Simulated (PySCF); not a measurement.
Numbering as in the mapped SMILES `[BH2:1][C:2]([CH3:3])([CH3:4])[CH2:5][CH3:6]`. Hydrogens are named by the atom that carries them.

Geometry: PBE0-D3(BJ)/def2-SVP; GIAO shifts from PySCF 2.14, gas phase, non-relativistic, averaged over equivalent atoms.

At PBE0/pcSseg-0 (80 basis functions, 7.2 s wall time on 1 thread of an Arm Neoverse V1, shared host):
| atoms | δ (ppm) |
| --- | --- |
| B1 | 86.1 |
| C2 | 34.3 |
| C5 | 33.6 |
| C3/C4 | 24.2 |
| C6 | 12.6 |
| H(B1) | 8.31 |
| H(C5) | 1.19 |
| H(C6) | 1.18 |
| H(C3)/H(C4) | 1.01 |

Scale: ¹¹B (σref 104.89) against BF3·OEt2; ¹³C (σref 193.52), ¹H (σref 32.83) vs TMS (reference shieldings calculated alike).

Task: Predict the values at PBE0/aug-cc-pVDZ on the same geometry.

Result: 
```csv
atoms,δ at PBE0/aug-cc-pVDZ,change
B1,79.3,-6.8
C2,36.3,+2.0
C5,34.0,+0.4
C3/C4,20.7,-3.5
C6,10.5,-2.1
H(B1),7.49,-0.82
H(C5),1.36,+0.17
H(C6),1.11,-0.07
H(C3)/H(C4),0.88,-0.13
```

References, each an isolated molecule treated in the same way: BF3·OEt2 for ¹¹B (110.17 ppm); ¹³C (195.12 ppm) and ¹H (31.39 ppm) against TMS.

The largest change is at B1 (boron bonded to C, 2 H). Cost: 255 basis functions, 37 s wall time on 1 thread of an Arm Neoverse V1, shared host. The order of the carbon signals is the same at both levels.

A carbon bonded to boron is broadened by the quadrupolar boron nucleus and is often missing from a measured spectrum. The carbons averaged at δ 24.2 differ by 19 ppm in this conformer.
